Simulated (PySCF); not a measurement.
Computed properties of Al(F)(NHMe)(OH) (CH5AlFNO), SMILES C[NH][Al]([OH])[F]

Al(F)(NHMe)(OH) (CH5AlFNO), SMILES C[NH][Al]([OH])[F]. The structure is a stationary point at r2SCAN-D4/def2-SVP. The structure was generated by enumeration; whether it is a known compound was not checked. Other conformers were not sampled. All values are computed for the isolated molecule unless a solvent is named; none is compared with measurement here.

**Structure.** The optimised structure has Cs symmetry. All 24 harmonic modes at r2SCAN-D4/def2-SVP (PySCF) are real, so it is a minimum. With heavy atoms numbered as in [Al:1]([F:2])([NH:3][CH3:4])[OH:9], the shortest bond between them is N3–C4 at 1.452 Å and the longest Al1–N3 at 1.761 Å.

**Vibrations.** The strongest infrared lines (harmonic, unscaled, degenerate partners summed) lie at 294 cm⁻¹ (153 km/mol, H 78 %, O 13 %), 537 cm⁻¹ (145 km/mol, H 71 %, O 24 %), 877 cm⁻¹ (134 km/mol, Al 47 %, F 24 %). The softest mode is at 112 cm⁻¹ and the zero-point energy is 44.2 kcal/mol.

**Electronic structure.** B3LYP/def2-TZVP (PySCF) places the frontier levels at -6.66 and -0.69 eV, a gap of 5.97 eV, and gives a dipole moment of 0.83 D and a mean polarisability of 45.3 bohr³. PBE/def2-TZVP (PySCF) at the same geometry gives -5.52 and -1.22 eV, so its gap is 1.67 eV narrower. An orbital gap is neither the optical nor the fundamental gap.

**Excitations.** TDDFT-B3LYP/def2-SVPD (PySCF) has S1 at 4.80 eV (258 nm, f = 0.018, weak); the most intense of the 10 singlets computed lies at 6.70 eV (f = 0.12). T1 (TDA) is at 4.53 eV. TDDFT-PBE/def2-SVPD (PySCF) puts S1 at 4.24 eV. No vertical singlet excitation falls in the visible range (under 3.1 eV).

**NMR.** GIAO shifts at HF/pcSseg-1 (PySCF) (non-relativistic, atoms alike by connectivity averaged): ¹³C at 31.0 ppm against TMS; ¹H from 0.1 to 3.0 ppm against TMS; ¹⁹F at -163.1 ppm against CFCl3.
